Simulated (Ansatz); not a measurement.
Geometry optimisation, RKS B3LYP-D4/def2-SVP (Ansatz 0.2.0).

Input file:

```yaml
crystal:
  periodic: [false, false, false]
  atoms:
    - { symbol: Si, position_ang: [0.0, 0.0, 0.0] }
    - { symbol: H, position_ang: [0.0, 0.0, 1.46] }
    - { symbol: O, position_ang: [1.5842, 0.0, -0.5594] }
    - { symbol: H, position_ang: [1.9006, -0.9521, -0.6761] }
    - { symbol: O, position_ang: [-0.7913, 1.3709, -0.5594] }
    - { symbol: H, position_ang: [-1.7491, 1.1401, -0.7818] }
    - { symbol: C, position_ang: [-0.8808, -1.5259, -0.6227] }
    - { symbol: H, position_ang: [-1.3804, -2.0377, 0.2261] }
    - { symbol: H, position_ang: [-1.6409, -1.2332, -1.3768] }
    - { symbol: H, position_ang: [-0.1449, -2.2146, -1.0879] }
basis:
  gaussian: { orbitals: def2-SVP }
hamiltonian:
  xc: b3lyp
  dispersion: d4
relax:
  f_tol: 0.02
  max_steps: 40
```

Launched with:

```bash
$ ansatz run input.yaml --threads 2 --pin off --max-ram 3072MiB --backend cpu --events-out ev --progress --plain --runs-dir out
```

**Question.** Where does it end, and by what steps?

**Answer.** It converged. After 15 steps the energy has fallen by 0.437 eV; H4 moved furthest, 1.34 Å.

```tsv
step	energy less start (eV)	largest force component (eV/Å)	accepted
0	0.0000	1.956	yes
1	-0.1477	0.710	yes
2	-0.1779	0.344	yes
3	-0.2289	0.307	yes
4	-0.1920	1.397	no
5	-0.2654	0.216	yes
6	-0.2950	0.313	yes
7	-0.3063	0.301	yes
8	-0.3327	0.145	yes
9	-0.3419	0.443	yes
10	-0.3711	0.247	yes
11	-0.4078	0.301	yes
12	-0.4270	0.261	yes
13	-0.4352	0.091	yes
14	-0.4356	0.212	yes
15	-0.4367	0.007	yes
```

```xyz
10
Properties=species:S:1:pos:R:3
Si -0.005 -0.247 0.011
H 0.352 -0.352 1.451
O 1.360 -0.262 -0.951
H 2.051 0.374 -0.731
O -0.816 1.209 -0.083
H -1.210 1.430 -0.936
C -1.046 -1.675 -0.588
H -1.993 -1.733 -0.029
H -1.283 -1.567 -1.660
H -0.511 -2.630 -0.462
```

Run time: 31 s on 2 threads of Arm Neoverse V1 (shared host), peak memory 0.17 GiB.
